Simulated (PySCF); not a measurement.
## SMILES C#C[C@H]1[CH2][GeH2][N]1C=C, C6H9GeN

Molfile (atoms numbered from 1):
```
C6H9GeN
     RDKit          3D

 17 17  0  0  0  0  0  0  0  0999 V2000
    0.5486    2.6848    1.4937 C   0  0  0  0  0  0  0  0  0  0  0  0
   -0.0901    1.6986    1.2644 C   0  0  0  0  0  0  0  0  0  0  0  0
   -0.8051    0.4808    0.9404 C   0  0  1  0  0  0  0  0  0  0  0  0
   -1.8489    0.6835   -0.1846 C   0  0  0  0  0  0  0  0  0  0  0  0
   -0.8324   -0.6140   -1.3004 Ge  0  0  0  0  0  4  0  0  0  0  0  0
    0.0569   -0.5178    0.2984 N   0  0  0  0  0  0  0  0  0  0  0  0
    1.1948   -1.0122    0.8799 C   0  0  0  0  0  0  0  0  0  0  0  0
    2.0103   -1.8716    0.2812 C   0  0  0  0  0  0  0  0  0  0  0  0
    1.0922    3.5558    1.7098 H   0  0  0  0  0  0  0  0  0  0  0  0
   -1.2532    0.0844    1.8628 H   0  0  0  0  0  0  0  0  0  0  0  0
   -2.8526    0.3897    0.1136 H   0  0  0  0  0  0  0  0  0  0  0  0
   -1.8765    1.7101   -0.5434 H   0  0  0  0  0  0  0  0  0  0  0  0
   -0.0331   -0.1549   -2.5053 H   0  0  0  0  0  0  0  0  0  0  0  0
   -1.3929   -1.9926   -1.5960 H   0  0  0  0  0  0  0  0  0  0  0  0
    1.3865   -0.6479    1.8833 H   0  0  0  0  0  0  0  0  0  0  0  0
    2.8888   -2.2537    0.7642 H   0  0  0  0  0  0  0  0  0  0  0  0
    1.7997   -2.2109   -0.7225 H   0  0  0  0  0  0  0  0  0  0  0  0
  1  2  3  0
  2  3  1  0
  3  4  1  0
  4  5  1  0
  5  6  1  0
  6  7  1  0
  7  8  2  0
  6  3  1  0
  1  9  1  0
  3 10  1  1
  4 11  1  0
  4 12  1  0
  5 13  1  0
  5 14  1  0
  7 15  1  0
  8 16  1  0
  8 17  1  0
M  END
```

Computed, not measured: PySCF 2.14.0, GIAO BHandHLYP/pcSseg-1 magnetisability, rotational g tensor and spin-rotation constants, non-relativistic, gas phase. Geometry: GFN2-xTB.

The calculation is non-relativistic, which matters for the atoms heavier than Zn.

(1) What are the magnetisability and the molar susceptibility?

(2) Split it along the inertial axes a, b, c into diamagnetic and paramagnetic parts about the centre of mass, with the quadrupole moment.

(3) And the rotational g tensor?

Answers

(1) Isotropic -1460 × 10⁻³⁰ J/T², or -87.9 × 10⁻⁶ cm³/mol; principal values -1515, -1470, -1396 × 10⁻³⁰ J/T², anisotropy 104 × 10⁻³⁰ J/T² (root of half the summed squared differences of the principal values). The susceptibility is in cgs units.

(2) 
```csv
axis,χ (10⁻⁶ cm³/mol),diamagnetic (10⁻⁶ cm³/mol),paramagnetic (10⁻⁶ cm³/mol),summed x² of all electrons (Å²),quadrupole Θ (D Å)
a,-87.6,-801.3,713.7,197.9,+4.84
b,-91.2,-984.5,893.3,154.7,-3.26
c,-85.1,-1495.7,1410.6,34.2,-1.58
```
Anisotropies 2χaa − χbb − χcc = +1.1 and 2χbb − χaa − χcc = -9.7 × 10⁻⁶ cm³/mol. Θ is traceless in Buckingham's convention.

(3) 
```tsv
axis	rotational constant (GHz)	g	nuclear part	electronic part
a	1.8076	-0.0182	0.5879	-0.6061
b	1.3036	-0.0080	0.5391	-0.5471
c	0.8389	-0.0079	0.5480	-0.5559
```
Asymmetric top; isotopes 12C, 74Ge, 1H, 14N; no vibrational averaging.
